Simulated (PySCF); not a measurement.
W(O)(S)(OH)(SH) (H₂O₂S₂W), SMILES [O]=[W]([OH])(=[S])[SH], multiplicity 1. The structure is a stationary point at B3LYP-D3(BJ)/def2-SVP. The spin state was assumed, not searched. The structure was generated by enumeration; whether it is a known compound was not checked. The def2 effective core potentials stand for the cores of W; spin–orbit coupling is left out. The values are those of a single conformer.

Computed equilibrium geometry at B3LYP-D3(BJ)/def2-SVP (PySCF confirms it by a frequency run) as bond lengths and angles (one conformer of several):
Atoms: W1 O2 S3 O4 H5 S6 H7. Bond lengths (Å): W1–O2 1.710, W1–S3 2.147, W1–O4 1.886, W1–S6 2.353, O4–H5 0.967, S6–H7 1.358. Bond angles (°): O2–W1–S3 110.8, O2–W1–O4 109.0, O2–W1–S6 108.5, S3–W1–O4 111.9, S3–W1–S6 104.3, O4–W1–S6 112.2, W1–O4–H5 128.4, W1–S6–H7 94.6.
Charge 0, spin multiplicity 1.
